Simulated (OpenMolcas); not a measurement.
## Exact exchange and the HOMO–LUMO gap of SnH2O2

SnH2O2 has 5 atoms, charge 0, and is taken as a singlet. SMILES: `[OH][Sn][OH]`. The coordinates come from a PBE0-D4/def2-TZVP relaxation. This is one conformer, not always the lowest.

The HOMO–LUMO gap y, in eV, basis def2-SVP with a core potential; a is the functional's share of exact exchange. Programs: OpenMolcas 26.06.

```
functional     program     a  y (eV)
    revPBE  OpenMolcas     0    3.70
      TPSS  OpenMolcas     0    3.80
     B3LYP  OpenMolcas   0.2       ?
      PBE0  OpenMolcas  0.25    5.54
     BHLYP  OpenMolcas   0.5    7.30
```

Fit y = c + s·a to the known rows and predict B3LYP.


1. Means of the 4 rows: a = 0.1875, y = 5.085.
2. Σ(Δa)² = 0.17188, Σ(Δa·Δy) = 1.2212, so the slope is 1.2212/0.17188 = 7.105.
3. Intercept: 5.085 − (7.105) × 0.1875 = 3.753. The largest residual of the fit is 0.053.
4. B3LYP: 3.753 + (7.105) × 0.2 = 5.17 eV.

The run gave 5.13 eV, so the prediction is off by +0.04 eV, within the scatter of the fit. Exact exchange lowers occupied levels and raises empty ones. The rows mix families of semi-local functionals, which the line can't see.
